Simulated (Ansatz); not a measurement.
**Four-centre ligand exchange**

Start structure (SiH₂OF₄, closed shell), relaxed at PBE0-D4/def2-TZVP:

Si1  (-0.945, -0.478, -0.261)
F2  (-0.357, -1.138, 1.033)
F3  (0.044, -0.559, -1.474)
F4  (-2.189, -1.352, -0.661)
F5  (-1.479, 0.967, -0.014)
H6  (1.705, 0.610, 1.208)
O7  (1.282, 0.994, 0.436)
H8  (1.937, 0.957, -0.266)
(Å)

The step: SiF₄ ([F][Si]([F])([F])[F]) + H₂O → SiHOF₃ ([OH][Si]([F])([F])[F]) + HF; bonds formed: Si1–O7, F2–H6; bonds broken: Si1–F2, H6–O7. Ansatz 0.2.0; basis: def2-TZVPP and def2-QZVPP; cores frozen in the correlated methods. Extrapolation: Hartree–Fock as exp(−7.88 √X), correlation as X^−2.97. Energies below are by CCSD(T) at an estimated basis limit (MP2 extrapolated from triple and quadruple zeta, plus CCSD(T) − MP2 in triple zeta).

(1) What are the electronic barrier and the energy of the step, from the start structure to the end structure? (An estimate is asked for; the value comes from the calculation.)

T1 diagnostic: at most 0.012.

Answers

(1) By the calculation: Barrier 1.310 eV; step energy 0.285 eV (uphill); reverse barrier, their difference, 1.026 eV. Barrier and step energy count from the start structure, the reverse barrier from the end structure.

The saddle point: One imaginary mode of 827i cm⁻¹.
```json
{"pair": "Si1–O7", "start (Å)": "2.76", "saddle (Å)": "1.75", "end (Å)": "1.62"}
{"pair": "F2–H6", "start (Å)": "2.71", "saddle (Å)": "1.20", "end (Å)": "0.93"}
{"pair": "Si1–F2", "start (Å)": "1.57", "saddle (Å)": "1.88", "end (Å)": "3.99"}
{"pair": "H6–O7", "start (Å)": "0.96", "saddle (Å)": "1.16", "end (Å)": "1.78"}
```

Zero-point energy (harmonic, PBE0-D4): ZPE is 0.988 eV at the start and 0.939 eV at the saddle, so the barrier goes from 1.310 to 1.261 eV.

The step is the kind of ligand exchange by which a precursor binds to a hydroxyl group, or is hydrolysed, in atomic layer deposition of oxides.

Labels in which every atom is bracketed show which atoms are joined, not bond orders.

For scale, one of the runs: CCSD(T)/def2-TZVPP, 225 basis functions, launched by `ansatz run in.yaml --threads 8 --pin off --events-out ev --progress --plain --max-ram 19148MiB`. Hardware: 8 CPU threads of an Arm Neoverse V1, shared host. Wall time 100 s; peak host memory 4.2 GiB.
